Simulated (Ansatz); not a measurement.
Species: BI₃, SMILES `IB(I)I` (charge 0, multiplicity 1).

Problem. Give a relaxed geometry from B3LYP-D3(BJ)/def2-TZVP in Ansatz (a program for electronic structure).

Solution. the end point of this relaxation (outside a Z-matrix the atoms follow the SMILES, hydrogens last).
Cartesian coordinates (Å) in one orientation:
```xyz
4

I      2.109    -0.263     0.001
B      0.000     0.000     0.000
I     -0.827     1.958     0.000
I     -1.282    -1.695    -0.001
```
